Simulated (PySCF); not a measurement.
C3H10O3Sn, charge -1, doublet, at the geometry of the source list (a state made from the parent by changing its charge; the spin is typed, not shown lowest) (core potentials on Sn); DF-HF/def2-SVP in PySCF.

The PySCF input:
```python
from pyscf import gto, scf

mol = gto.M(
    atom='''
C    -1.06780000   -1.50970000   -0.60420000
C    -1.05330000   -0.20420000    0.15260000
C    -1.64180000    0.94380000   -0.63140000
Sn    1.05710000    0.27300000    0.71610000
O     2.25900000   -0.03880000   -0.85760000
O     1.84290000   -0.86720000    2.13940000
O     1.48370000    2.14480000    1.24820000
H    -0.51280000   -1.42520000   -1.53370000
H    -0.63560000   -2.31580000   -0.01500000
H    -2.09830000   -1.77410000   -0.84040000
H    -1.54900000   -0.30860000    1.12010000
H    -2.69330000    0.73690000   -0.82900000
H    -1.13410000    1.06360000   -1.58610000
H    -1.57950000    1.87960000   -0.07820000
H     3.17060000    0.20830000   -0.71270000
H     2.45990000   -1.52100000    1.80480000
H     1.69250000    2.71460000    0.50700000
''',
    basis='def2-svp',
    ecp={'Sn': 'def2-svp'},
    charge=-1,
    spin=1,
    verbose=4,
)

mf = scf.UHF(mol)
mf.DIIS = scf.EDIIS
mf = mf.density_fit(auxbasis='def2-universal-jkfit')
mf.kernel()
```

Predict the main parts of the log of this PySCF run.


```
PySCF version 2.14.0

[INPUT] verbose = 4
[INPUT] num. atoms = 17
[INPUT] num. electrons = 75
[INPUT] charge = -1
[INPUT] spin (= nelec alpha-beta = 2S) = 1
[INPUT] symmetry False subgroup None
[INPUT] Mole.unit = angstrom
[INPUT] Symbol           X                Y                Z      unit          X                Y                Z       unit  Magmom
[INPUT]  1 C     -1.067800000000  -1.509700000000  -0.604200000000 AA   -2.017849555811  -2.852919530256  -1.141772524462 Bohr   0.0
[INPUT]  2 C     -1.053300000000  -0.204200000000   0.152600000000 AA   -1.990448527004  -0.385882074636   0.288372206609 Bohr   0.0
[INPUT]  3 C     -1.641800000000   0.943800000000  -0.631400000000 AA   -3.102552351311   1.783523516365  -1.193173075050 Bohr   0.0
[INPUT]  4 Sn     1.057100000000   0.273000000000   0.716100000000 AA    1.997629486278   0.515895232006   1.353232877801 Bohr   0.0
[INPUT]  5 O      2.259000000000  -0.038800000000  -0.857600000000 AA    4.268891315392  -0.073321373633  -1.620629124427 Bohr   0.0
[INPUT]  6 O      1.842900000000  -0.867200000000   2.139400000000 AA    3.482576274961  -1.638770495223   4.042880070894 Bohr   0.0
[INPUT]  7 O      1.483700000000   2.144800000000   1.248200000000 AA    2.803786651017   4.053084591967   2.358756148682 Bohr   0.0
[INPUT]  8 H     -0.512800000000  -1.425200000000  -1.533700000000 AA   -0.969051556677  -2.693237672730  -2.898272957245 Bohr   0.0
[INPUT]  9 H     -0.635600000000  -2.315800000000  -0.015000000000 AA   -1.201109924774  -4.376227759268  -0.028345891868 Bohr   0.0
[INPUT] 10 H     -2.098300000000  -1.774100000000  -0.840400000000 AA   -3.965212327175  -3.352563117591  -1.588125835084 Bohr   0.0
[INPUT] 11 H     -1.549000000000  -0.308600000000   1.120100000000 AA   -2.927185766951  -0.583169482041   2.116682232125 Bohr   0.0
[INPUT] 12 H     -2.693300000000   0.736900000000  -0.829000000000 AA   -5.089599371291   1.392539181192  -1.566582957264 Bohr   0.0
[INPUT] 13 H     -1.134100000000   1.063600000000  -1.586100000000 AA   -2.143138397869   2.009912706087  -2.997294606173 Bohr   0.0
[INPUT] 14 H     -1.579500000000   1.879600000000  -0.078200000000 AA   -2.984822413751   3.551929223732  -0.147776582941 Bohr   0.0
[INPUT] 15 H      3.170600000000   0.208300000000  -0.712700000000 AA    5.991565650546   0.393629951747  -1.346807808978 Bohr   0.0
[INPUT] 16 H      2.459900000000  -1.521000000000   1.804800000000 AA    4.648537293818  -2.874273435463   3.410577709615 Bohr   0.0
[INPUT] 17 H      1.692500000000   2.714600000000   0.507000000000 AA    3.198361465826   5.129850537744   0.958091145154 Bohr   0.0

nuclear repulsion = 471.865850442273
number of shells = 76
number of NR pGTOs = 275
number of NR cGTOs = 160
basis = def2-svp
ecp = {'Sn': 'def2-svp'}

******** <class 'pyscf.df.df_jk.DFUHF'> ********
method = DFUHF
initial guess = minao
damping factor = 0
level_shift factor = 0
DIIS = <class 'pyscf.scf.diis.EDIIS'>
diis_start_cycle = 1
diis_space = 8
diis_damp = 0
SCF conv_tol = 1e-09
SCF conv_tol_grad = None
SCF max_cycles = 50
direct_scf = False
number electrons alpha = 38  beta = 37
Set gradient conv threshold to 3.16228e-05
******** <class 'pyscf.df.df.DF'> ********
auxbasis = def2-universal-jkfit
init E= -533.720106263651

cycle= 1 E= -555.785430589527  delta_E= -22.1  |g|= 1.53  |ddm|= 5.77
cycle= 2 E= -556.516270538418  delta_E= -0.731  |g|= 0.983  |ddm|= 12.4
cycle= 3 E= -557.01366584882  delta_E= -0.497  |g|= 0.148  |ddm|=   11
cycle= 4 E= -557.013665848819  delta_E= 6.82e-13  |g|= 0.148  |ddm|= 6.31e-10
cycle= 5 E= -557.013665848477  delta_E= 3.42e-10  |g|= 0.148  |ddm|= 1.75e-07
cycle= 6 E= -557.013665848812  delta_E= -3.35e-10  |g|= 0.148  |ddm|= 1.7e-07
cycle= 7 E= -557.013665848809  delta_E= 3.18e-12  |g|= 0.148  |ddm|= 2.94e-10
cycle= 8 E= -557.013665849328  delta_E= -5.19e-10  |g|= 0.148  |ddm|= 2.59e-07
cycle= 9 E= -557.013665848813  delta_E= 5.15e-10  |g|= 0.148  |ddm|= 2.56e-07
cycle= 10 E= -557.036271113172  delta_E= -0.0226  |g|= 0.0607  |ddm|= 1.05
cycle= 11 E= -557.041397696881  delta_E= -0.00513  |g|= 0.033  |ddm|= 0.609
cycle= 12 E= -557.043105257026  delta_E= -0.00171  |g|= 0.0226  |ddm|= 0.356
cycle= 13 E= -557.043649594269  delta_E= -0.000544  |g|= 0.0124  |ddm|= 0.124
cycle= 14 E= -557.044021709098  delta_E= -0.000372  |g|= 0.0108  |ddm|= 0.127
cycle= 15 E= -557.044132225944  delta_E= -0.000111  |g|= 0.00879  |ddm|= 0.0373
cycle= 16 E= -557.044396416346  delta_E= -0.000264  |g|= 0.00668  |ddm|= 0.109
cycle= 17 E= -557.044396416375  delta_E= -2.89e-11  |g|= 0.00668  |ddm|= 1.21e-08
cycle= 18 E= -557.044396416348  delta_E= 2.71e-11  |g|= 0.00668  |ddm|= 1.21e-08
cycle= 19 E= -557.044555168063  delta_E= -0.000159  |g|= 0.00522  |ddm|= 0.0762
cycle= 20 E= -557.044555168061  delta_E= 2.05e-12  |g|= 0.00522  |ddm|= 4.98e-13
cycle= 21 E= -557.044656752735  delta_E= -0.000102  |g|= 0.00423  |ddm|= 0.0561
cycle= 22 E= -557.044656752735  delta_E=    0  |g|= 0.00423  |ddm|= 1.85e-12
cycle= 23 E= -557.044656752737  delta_E= -1.82e-12  |g|= 0.00423  |ddm|= 6.89e-13
cycle= 24 E= -557.044724702314  delta_E= -6.79e-05  |g|= 0.00345  |ddm|= 0.0428
cycle= 25 E= -557.044724702314  delta_E= 2.27e-13  |g|= 0.00345  |ddm|= 4.53e-12
cycle= 26 E= -557.044724702315  delta_E= -6.82e-13  |g|= 0.00345  |ddm|= 1.17e-11
cycle= 27 E= -557.044771608436  delta_E= -4.69e-05  |g|= 0.00289  |ddm|= 0.0338
cycle= 28 E= -557.044771608438  delta_E= -1.59e-12  |g|= 0.00289  |ddm|= 4.06e-13
cycle= 29 E= -557.044771608437  delta_E= 1.14e-12  |g|= 0.00289  |ddm|= 1.37e-12
cycle= 30 E= -557.0448047298  delta_E= -3.31e-05  |g|= 0.00242  |ddm|= 0.0273
cycle= 31 E= -557.044804729798  delta_E= 1.82e-12  |g|= 0.00242  |ddm|= 7.72e-13
cycle= 32 E= -557.044804729798  delta_E= -4.55e-13  |g|= 0.00242  |ddm|= 5.08e-13
cycle= 33 E= -557.044828497601  delta_E= -2.38e-05  |g|= 0.00206  |ddm|= 0.0225
cycle= 34 E= -557.044828497601  delta_E= 2.27e-13  |g|= 0.00206  |ddm|= 3.23e-12
cycle= 35 E= -557.044828497603  delta_E= -2.27e-12  |g|= 0.00206  |ddm|= 1.01e-12
cycle= 36 E= -557.044845752026  delta_E= -1.73e-05  |g|= 0.00174  |ddm|= 0.0188
cycle= 37 E= -557.04484578425  delta_E= -3.22e-08  |g|= 0.00174  |ddm|= 3.77e-05
cycle= 38 E= -557.044845752129  delta_E= 3.21e-08  |g|= 0.00174  |ddm|= 3.76e-05
cycle= 39 E= -557.044858389628  delta_E= -1.26e-05  |g|= 0.00149  |ddm|= 0.0159
cycle= 40 E= -557.044858389687  delta_E= -5.91e-11  |g|= 0.00149  |ddm|= 8.49e-08
cycle= 41 E= -557.044858389776  delta_E= -8.87e-11  |g|= 0.00149  |ddm|= 1.24e-07
cycle= 42 E= -557.044867687297  delta_E= -9.3e-06  |g|= 0.00128  |ddm|= 0.0135
cycle= 43 E= -557.044867687295  delta_E= 2.05e-12  |g|= 0.00128  |ddm|= 5.72e-09
cycle= 44 E= -557.044867687471  delta_E= -1.76e-10  |g|= 0.00128  |ddm|= 2.67e-07
cycle= 45 E= -557.044874563144  delta_E= -6.88e-06  |g|= 0.0011  |ddm|= 0.0116
cycle= 46 E= -557.044874580959  delta_E= -1.78e-08  |g|= 0.0011  |ddm|= 3.22e-05
cycle= 47 E= -557.044874563215  delta_E= 1.77e-08  |g|= 0.0011  |ddm|= 3.21e-05
cycle= 48 E= -557.04487966819  delta_E= -5.1e-06  |g|= 0.000945  |ddm|= 0.00992
cycle= 49 E= -557.044879681996  delta_E= -1.38e-08  |g|= 0.000944  |ddm|= 2.89e-05
cycle= 50 E= -557.044879668363  delta_E= 1.36e-08  |g|= 0.000945  |ddm|= 2.86e-05
SCF not converged.
SCF energy = -557.044879668363 after 50 cycles  <S^2> = 0.77146625  2S+1 = 2.0213523
```

The run did not converge; its last values are not results.
